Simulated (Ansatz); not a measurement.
Mulliken charges of `[CH3][Nb](=[O])([OH])[OH]` from ωB97M-V/def2-TZVPP in Ansatz (PBE0-D4/def2-TZVP geometry).

```csv
atom,x (Å),y (Å),z (Å),charge (e)
C1,-0.864,-0.985,-0.840,-0.552
Nb2,0.439,0.253,0.353,1.300
O3,1.675,-0.785,0.875,-0.513
O4,-0.565,0.909,1.823,-0.508
O5,1.127,1.623,-0.764,-0.508
H6,-1.260,-1.810,-0.241,0.131
H7,-1.702,-0.398,-1.229,0.126
H8,-0.314,-1.414,-1.684,0.131
H9,-0.474,0.751,2.763,0.197
H10,2.022,1.805,-1.053,0.197
```

**Question.** By hand: the dipole of these point charges (1 e Å = 4.8032 D).

**Answer.** Σ q r = (-0.213, 0.020, -0.134) e Å, of length 0.252 e Å = 1.21 D.

**Question.** How does the dipole of the full density compare? (Best estimate.)

**Answer.** Ansatz gave: (-0.044, 0.230, 0.035) e Å, 1.14 D; the point charges give 1.06 times that, at 81° from its direction.

Point charges leave out the atoms' own dipoles, such as those of lone pairs, and Mulliken's split depends on the basis, so the two needn't agree.
